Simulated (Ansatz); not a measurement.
Coupled-cluster run, CH4GaS (`[CH3][Ga][SH]`) radical.

```yaml
crystal:
  periodic: [false, false, false]
  atoms:
    - {symbol: C, position_ang: [-0.760743, 0.655146, -0.343876]}
    - {symbol: Ga, position_ang: [0.076859, -0.018660, 1.337916]}
    - {symbol: S, position_ang: [1.747295, -1.497752, 1.144607]}
    - {symbol: H, position_ang: [-1.160077, -0.200750, -0.893858]}
    - {symbol: H, position_ang: [0.016291, 1.134072, -0.945009]}
    - {symbol: H, position_ang: [-1.560223, 1.367189, -0.145029]}
    - {symbol: H, position_ang: [1.701898, -1.507345, -0.200552]}
basis:
  gaussian: {orbitals: def2-TZVPP}
magnetization: {spin_polarized: true, initial_magnetization: 1}
correlation: {method: ccsd_t}
scf: {omitted_lower_state_checks: [cluster_reference]}
output: {orbitals: {seedname: orbitals}}
```

```sh
$ ansatz run in.yaml --threads 4 --pin off --events-out ev --progress --plain
```

Output of Ansatz, abridged:

```
Functional definition: HF
1045 factors; integrals over basis functions are off by at most 1.3e-3 eV
mean field evaluation 1: about -64243.7465 eV, gradient 2.0e1 eV
mean field evaluation 2: about -64243.7507 eV, gradient 2.0e1 eV
mean field evaluation 4: about -64246.5544 eV, gradient 2.8e0 eV
mean field evaluation 8: about -64246.6772 eV, gradient 2.3e-1 eV
mean field -64246.67882913 eV, -2361.0218990074 hartree, gradient 3.1e-6 eV, S^2 0.757621; 0 other end points of the search recorded, 0 dependent functions left out
15 core orbitals not correlated: weight in the atoms' cores, before any rotation towards them, 1.000 or more for the frozen orbitals, at most 0.000 for the correlated occupied ones
reference -64246.67882913 eV, -2361.0218990074 hartree; 14, 13 occupied and 148, 149 virtual orbitals, 1045 factors
second order -15.29736932 eV of doubles, -0.00000000 eV of singles
cycle   1  -15.52653967 eV  change   -2.3e-1 eV  update   9.8e-2
cycle   2  -16.00682288 eV  change   -4.8e-1 eV  update   3.1e-2
cycle   3  -16.09347330 eV  change   -8.7e-2 eV  update   1.6e-2
cycle   4  -16.08906460 eV  change    4.4e-3 eV  update   4.9e-3
cycle   5  -16.08760785 eV  change    1.5e-3 eV  update   2.1e-3
cycle   6  -16.08747429 eV  change    1.3e-4 eV  update   8.0e-4
cycle   7  -16.08757904 eV  change   -1.0e-4 eV  update   2.8e-4
cycle   8  -16.08768846 eV  change   -1.1e-4 eV  update   1.2e-4
cycle   9  -16.08768359 eV  change    4.9e-6 eV  update   4.9e-5
cycle  10  -16.08766195 eV  change    2.2e-5 eV  update   2.3e-5
perturbative correction -0.70526822 eV, -0.0259181289 hartree
Total energy: -64263.47175929 eV, -2361.6390278082 hartree
Checks for a lower state left out: cluster_reference
```

Run time 54 s (4 threads of a server CPU on a shared host); peak host memory 4 GiB.

Correlation energy per correlated electron: -0.622 eV. T1 diagnostic: 0.0140.
